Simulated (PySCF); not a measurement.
Record of a relaxation.

CH9BSi2.
Atom-mapped SMILES: `[BH2:1][CH2:2][SiH2:3][SiH3:4]` (hydrogens: H5, H6 on B1; H7, H8 on C2; H9, H10 on Si3; H11, H12, H13 on Si4)

Method: PBE0-D3(BJ)/def2-SVP geometry optimisation, gas phase in PySCF 2.14.0; density fitting, grid level 1; the optimiser is geomeTRIC in internal coordinates, started from a GFN2-xTB structure with every atom displaced at random (about 0.01 Å). 9 of its 12 geometries are shown. The frame can shift and turn from step to step; on so coarse a grid that alone can change the energy by a few meV, and forces under 0.02 eV/Å are noise.

Step 0: E = -17599.2988 eV, largest atomic force 1.088 eV/Å
```
atom  x, y, z in Å  |  force x, y, z in eV/Å
B1     -1.801    0.728   -0.479   -0.434  -0.019  -0.203
C2     -1.360   -0.585    0.128    0.500   0.152   0.211
Si3     0.369   -0.955   -0.611   -0.217  -0.025   1.032
Si4     1.984    0.626    0.042   -0.851   0.196   0.080
H5     -1.509    1.765   -0.006    0.381   0.733   0.395
H6     -2.456    0.771   -1.474   -0.202  -0.079  -0.484
H7     -1.976   -1.437   -0.111   -0.404  -0.699  -0.366
H8     -1.210   -0.550    1.207    0.220   0.073   0.417
H9      0.264   -1.066   -2.045    0.006   0.055  -1.086
H10     0.709   -2.318   -0.128    0.212  -0.154   0.140
H11     1.686    1.183    1.384   -0.158  -0.013   0.246
H12     3.305    0.049    0.108    0.951  -0.482  -0.047
H13     2.002    1.773   -0.885   -0.005   0.263  -0.335
```

Step 1: E = -17599.4356 eV, largest atomic force 0.213 eV/Å
```
atom  x, y, z in Å  |  force x, y, z in eV/Å
B1     -1.810    0.844   -0.423    0.125   0.053  -0.018
C2     -1.366   -0.486    0.209   -0.102  -0.163   0.021
Si3     0.366   -0.887   -0.489   -0.018   0.081  -0.196
Si4     1.926    0.762    0.125    0.065  -0.089   0.032
H5     -1.458    1.901    0.056   -0.010  -0.013   0.017
H6     -2.435    0.868   -1.457   -0.045  -0.017  -0.031
H7     -1.990   -1.359   -0.056    0.049   0.079   0.024
H8     -1.210   -0.439    1.300    0.013   0.000  -0.008
H9      0.310   -0.986   -1.990    0.017  -0.021   0.159
H10     0.799   -2.218    0.046   -0.025   0.023   0.007
H11     1.588    1.265    1.494    0.027   0.010  -0.013
H12     3.308    0.177    0.155   -0.083   0.067  -0.015
H13     1.904    1.909   -0.835   -0.013  -0.011   0.021
```

Step 3: E = -17599.4412 eV, largest atomic force 0.053 eV/Å
```
atom  x, y, z in Å  |  force x, y, z in eV/Å
B1     -1.779    0.845   -0.430   -0.002  -0.008  -0.003
C2     -1.374   -0.494    0.209   -0.042   0.027   0.017
Si3     0.358   -0.890   -0.490    0.021   0.009   0.032
Si4     1.911    0.760    0.130   -0.021   0.015  -0.001
H5     -1.407    1.892    0.054    0.007   0.002  -0.005
H6     -2.405    0.879   -1.467    0.012   0.002   0.009
H7     -2.005   -1.356   -0.058   -0.010  -0.016  -0.013
H8     -1.214   -0.448    1.299    0.009  -0.004  -0.001
H9      0.309   -0.998   -1.979    0.009  -0.011  -0.046
H10     0.787   -2.218    0.050   -0.002  -0.003   0.014
H11     1.595    1.256    1.506    0.001  -0.010   0.008
H12     3.299    0.208    0.129    0.028  -0.012  -0.012
H13     1.854    1.915   -0.817   -0.011   0.010   0.001
```

Step 4: E = -17599.4429 eV, largest atomic force 0.070 eV/Å
```
atom  x, y, z in Å  |  force x, y, z in eV/Å
B1     -1.758    0.847   -0.434   -0.019  -0.027   0.002
C2     -1.382   -0.499    0.209   -0.004   0.067  -0.002
Si3     0.354   -0.895   -0.488    0.017  -0.027   0.062
Si4     1.898    0.761    0.133   -0.021   0.044  -0.016
H5     -1.364    1.886    0.050    0.002   0.007  -0.006
H6     -2.374    0.890   -1.476    0.013   0.010   0.011
H7     -2.019   -1.354   -0.062   -0.013  -0.024  -0.015
H8     -1.220   -0.455    1.299    0.002  -0.012   0.002
H9      0.311   -1.010   -1.976    0.005  -0.005  -0.053
H10     0.782   -2.220    0.060   -0.001   0.001   0.011
H11     1.600    1.242    1.518   -0.002  -0.018   0.009
H12     3.294    0.231    0.102    0.028  -0.021  -0.010
H13     1.810    1.926   -0.801   -0.005   0.005   0.005
```

Step 6: E = -17599.4452 eV, largest atomic force 0.071 eV/Å
```
atom  x, y, z in Å  |  force x, y, z in eV/Å
B1     -1.726    0.853   -0.443   -0.018  -0.005   0.013
C2     -1.398   -0.501    0.203    0.058   0.025  -0.032
Si3     0.349   -0.905   -0.473   -0.017  -0.025   0.004
Si4     1.881    0.767    0.136    0.004   0.014  -0.013
H5     -1.312    1.880    0.050   -0.010   0.004   0.002
H6     -2.316    0.917   -1.498   -0.001   0.005  -0.004
H7     -2.039   -1.348   -0.086    0.000   0.000  -0.003
H8     -1.245   -0.468    1.294   -0.013  -0.009   0.003
H9      0.323   -1.039   -1.964   -0.001  -0.004   0.012
H10     0.773   -2.223    0.096   -0.001   0.008   0.008
H11     1.624    1.195    1.546    0.005  -0.010   0.004
H12     3.287    0.265    0.033   -0.009  -0.002  -0.002
H13     1.729    1.956   -0.759    0.002  -0.001   0.009
```

Step 7: E = -17599.4464 eV, largest atomic force 0.087 eV/Å
```
atom  x, y, z in Å  |  force x, y, z in eV/Å
B1     -1.720    0.860   -0.450   -0.015   0.024   0.008
C2     -1.405   -0.499    0.192    0.077  -0.025  -0.030
Si3     0.350   -0.910   -0.461   -0.035   0.001  -0.039
Si4     1.880    0.769    0.138    0.016  -0.026   0.000
H5     -1.315    1.885    0.057   -0.009  -0.007   0.011
H6     -2.288    0.934   -1.515   -0.006  -0.004  -0.015
H7     -2.043   -1.343   -0.113    0.003   0.019   0.004
H8     -1.268   -0.477    1.286   -0.016  -0.001   0.002
H9      0.337   -1.061   -1.952   -0.003  -0.005   0.044
H10     0.769   -2.220    0.129    0.002   0.008   0.007
H11     1.655    1.159    1.565    0.010   0.003  -0.001
H12     3.286    0.278   -0.014   -0.024   0.013   0.002
H13     1.694    1.975   -0.727    0.002   0.000   0.007
```

Step 8: E = -17599.4477 eV, largest atomic force 0.101 eV/Å
```
atom  x, y, z in Å  |  force x, y, z in eV/Å
B1     -1.721    0.869   -0.458    0.006   0.047   0.016
C2     -1.412   -0.495    0.175    0.064  -0.073  -0.027
Si3     0.353   -0.913   -0.447   -0.043   0.024  -0.059
Si4     1.883    0.768    0.141    0.021  -0.054   0.012
H5     -1.338    1.889    0.075   -0.013  -0.002   0.005
H6     -2.262    0.955   -1.537   -0.006  -0.013  -0.011
H7     -2.042   -1.338   -0.151    0.002   0.025   0.008
H8     -1.299   -0.485    1.272   -0.016   0.010  -0.002
H9      0.355   -1.087   -1.936   -0.002  -0.005   0.052
H10     0.764   -2.213    0.171    0.004   0.005   0.004
H11     1.700    1.120    1.584    0.010   0.014  -0.005
H12     3.286    0.287   -0.065   -0.026   0.021   0.004
H13     1.664    1.993   -0.688    0.000   0.002   0.003
```

Step 10: E = -17599.4488 eV, largest atomic force 0.031 eV/Å
```
atom  x, y, z in Å  |  force x, y, z in eV/Å
B1     -1.729    0.881   -0.464    0.008   0.019   0.005
C2     -1.415   -0.491    0.153    0.006  -0.030   0.002
Si3     0.355   -0.914   -0.435   -0.009   0.009  -0.006
Si4     1.893    0.761    0.147    0.002  -0.017   0.007
H5     -1.391    1.897    0.104   -0.006   0.004  -0.002
H6     -2.237    0.975   -1.559    0.004  -0.006   0.002
H7     -2.038   -1.328   -0.199   -0.006   0.005  -0.001
H8     -1.337   -0.494    1.253   -0.001   0.006  -0.002
H9      0.375   -1.114   -1.918    0.002   0.000   0.001
H10     0.759   -2.202    0.211    0.003  -0.002  -0.002
H11     1.758    1.085    1.601    0.000   0.006  -0.001
H12     3.290    0.290   -0.112    0.000   0.004   0.000
H13     1.649    2.003   -0.648   -0.002   0.002  -0.001
```

Step 11: E = -17599.4489 eV, largest atomic force under 0.02 eV/Å
```
atom  x, y, z in Å  |  force x, y, z in eV/Å
B1     -1.728    0.882   -0.462   -0.001   0.002  -0.003
C2     -1.414   -0.491    0.153    0.001   0.000   0.007
Si3     0.355   -0.915   -0.437    0.000  -0.003   0.006
Si4     1.893    0.759    0.148   -0.001   0.002   0.001
H5     -1.393    1.899    0.105   -0.001  -0.001   0.002
H6     -2.235    0.974   -1.558    0.004   0.000   0.000
H7     -2.040   -1.327   -0.199   -0.005   0.001  -0.003
H8     -1.336   -0.495    1.253    0.002   0.000  -0.001
H9      0.374   -1.112   -1.919    0.001   0.001  -0.007
H10     0.760   -2.204    0.206    0.001  -0.001  -0.002
H11     1.754    1.090    1.601   -0.002   0.001   0.001
H12     3.290    0.290   -0.106    0.004  -0.002  -0.001
H13     1.650    2.000   -0.650   -0.001   0.000  -0.001
```

Question: Summarise the path.

Answer: The energy falls by 0.1501 eV from step 0 to step 11; nine tenths of that is first reached at step 1. It falls at every step. The largest force goes from 1.088 to under 0.02 eV/Å. Among the bonds Si3–H9 changes most (a near tie, within 0.001 Å, with another), from 1.442 to 1.496 Å; the atoms move by 0.215 Å rms after alignment.

Question: Follow the three bonds and two angles with the largest change from start to end.

Answer: 
| step | E above end (eV) | largest force (eV/Å) | Si3–H9 (Å) | Si4–H12 (Å) | B1–H5 (Å) | C2–Si3–H10 (°) | Si4–Si3–H9 (°) |
| --- | --- | --- | --- | --- | --- | --- | --- |
| 0 | 0.1501 | 1.088 | 1.442 | 1.443 | 1.177 | 105.0 | 112.2 |
| 1 | 0.0133 | 0.213 | 1.506 | 1.502 | 1.213 | 108.6 | 109.3 |
| 2 | 0.0096 | 0.092 | 1.497 | 1.496 | 1.213 | 108.3 | 109.5 |
| 3 | 0.0077 | 0.053 | 1.494 | 1.494 | 1.212 | 108.2 | 109.6 |
| 4 | 0.0061 | 0.070 | 1.493 | 1.494 | 1.212 | 108.1 | 109.7 |
| 5 | 0.0049 | 0.074 | 1.495 | 1.495 | 1.212 | 108.0 | 109.6 |
| 6 | 0.0037 | 0.071 | 1.497 | 1.496 | 1.212 | 108.0 | 109.5 |
| 7 | 0.0025 | 0.087 | 1.499 | 1.497 | 1.213 | 108.0 | 109.4 |
| 8 | 0.0013 | 0.101 | 1.499 | 1.498 | 1.212 | 108.0 | 109.3 |
| 9 | 0.0005 | 0.071 | 1.498 | 1.497 | 1.212 | 107.9 | 109.4 |
| 10 | 0.0001 | 0.031 | 1.496 | 1.496 | 1.212 | 107.9 | 109.4 |
| 11 | 0.0000 | under 0.02 | 1.496 | 1.496 | 1.212 | 108.0 | 109.4 |

The cost below is that of the whole optimisation. Hardware: one thread of an Arm Neoverse V1, shared host. Cost: 51 s, 0.45 GiB resident at most.
